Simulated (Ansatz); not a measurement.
`O=C=NBF` → B• + C• + F• + H• + N• + O•  (atomization)

Calculated with Ansatz (gas phase, PBE0-D4/def2-TZVP geometries, no zero-point term in ΔE). CCSD(T)/CBS is extrapolated from def2-TZVPP and def2-QZVPP, frozen cores. DFT in def2-TZVPP. Open shells (•) are unrestricted, without spin–orbit coupling. Spin–orbit coupling would lower the free atoms: a little for B, C, F, O. Each species was taken in one conformer, which may not be the lowest.

`O=C=NBF`:

Cartesian coordinates in Å:
```
O 0.277 -2.310 -1.151
C 0.263 -1.341 -0.517
N 0.306 -0.376 0.201
B -0.169 0.945 0.389
F 0.244 1.608 1.450
H -0.921 1.473 -0.372
```

Task: What is ΔE at CCSD(T)/CBS? (Estimate.)

Result: The calculation gave: +29.89 eV.

Task: What do these levels give: B97M-V, BHLYP-D4, PBE-QIDH, PBE0, BHLYP, MP2/def2-SVP, CCSD(T)/def2-QZVPP, HF/cc-pV(D+d)Z, CCSD(T)/cc-pV(D+d)Z, HF/cc-pV(T+d)Z, CCSD(T)/cc-pV(Q+d)Z, CCSD/CBS(cc)? (Estimate.)

Result: Ansatz gave: B97M-V 30.36, BHLYP-D4 28.62, PBE-QIDH 29.96, PBE0 30.35, BHLYP 28.52, MP2/def2-SVP 29.96, CCSD(T)/def2-QZVPP 29.53, HF/cc-pV(D+d)Z 20.01, CCSD(T)/cc-pV(D+d)Z 27.18, HF/cc-pV(T+d)Z 20.78, CCSD(T)/cc-pV(Q+d)Z 29.55, CCSD/CBS(cc) 29.10 eV.

Largest T1 diagnostic among the species: 0.016.

In def2-TZVPP, CCSD(T) changes the Hartree–Fock value by +8.22 eV (the triples alone add +0.75 eV) and MP2 by +9.78 eV; breaking electron pairs costs correlation energy, which Hartree–Fock lacks. Leaving LDA and LC-ωPBE aside and taking each functional with its dispersion term where it has one, the values, not all of them listed here, spread over 3.15 eV, from BHLYP-D4 to PBE-D4. LDA lies +4.13 eV from PBE without D4, its usual overbinding.
